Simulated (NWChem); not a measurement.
Species: H2S2 cation, doublet; SMILES of the neutral closed-shell parent SS

```xyz
4

S      0.0478    -1.0029     0.0000
S     -0.0478     1.0029     0.0000
H     -1.3065    -1.1629     0.0000
H      1.3065     1.1629     0.0000
```
Atoms are numbered in this order, from 1.

Program: NWChem. Spin-unrestricted. In the optimisation the excess spin sits in bg (C2h, its own frame). All runs use the structure optimised with PBE0/def2-SVP, spin-unrestricted. This spin state was assumed; another may lie lower. No stability test was run on the SCF state. B3LYP is NWChem's, with the RPA form of VWN correlation. Vertical excitations in the gas phase; the lowest state need not have the same character in each row. Excited states of an open shell can be spin-contaminated.

```csv
level,lowest excitation (eV),oscillator strength of that lowest state,lowest state with f > 0.02 (eV),"lowest empty minus highest occupied level, either spin (eV)"
"PBE/def2-SVPD, TDA",3.54,0.000,4.01,1.08
"B3LYP/def2-SVPD, TDA",3.55,0.000,___,___
"LDA (Slater exchange, VWN5)/def2-SVPD, TDA",3.43,0.000,4.16,0.83
"PBE0/def2-SVPD, TDA",3.59,0.000,3.75,3.33
```

Task: What belongs in the gaps?

Result: 
- B3LYP/def2-SVPD, TDA, lowest state with f > 0.02 (eV): 3.80
- B3LYP/def2-SVPD, TDA, lowest empty minus highest occupied level, either spin (eV): 2.79
